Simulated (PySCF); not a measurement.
## Radial density of Mn⁺ (manganese, charge +1)

UHF, [Ar] 3d5 4s1, high-spin 7S determinant. All numbers are calculated (PySCF 2.14, the spin-free X2C one-electron Hamiltonian (Gaussian nucleus), in aug-cc-pVDZ-DK).

```
r (bohr)  4πr²ρ (e/bohr)  4πr²(ρα − ρβ)
 0.00108          0.2154         0.0001
 0.00182          0.5452         0.0002
 0.00306           1.351         0.0006
 0.00515           3.228         0.0014
 0.00867           7.258         0.0031
  0.0146           14.64         0.0061
  0.0245           24.46         0.0095
  0.0413           30.10         0.0087
  0.0694           25.40         0.0047
   0.117           24.82         0.0470
   0.196           33.26         0.3101
   0.330           18.71         1.3846
   0.555           12.69         3.6559
   0.934           12.84         3.9847
    1.57           3.344         1.8973
    2.64          0.6899         0.6642
    4.45          0.1107         0.1107
    7.48        0.001138         0.0011
    12.6       1.659e-05         0.0000
```

Densities and radii are taken from the X2C orbitals without a picture-change correction, which distorts them close to the nucleus.
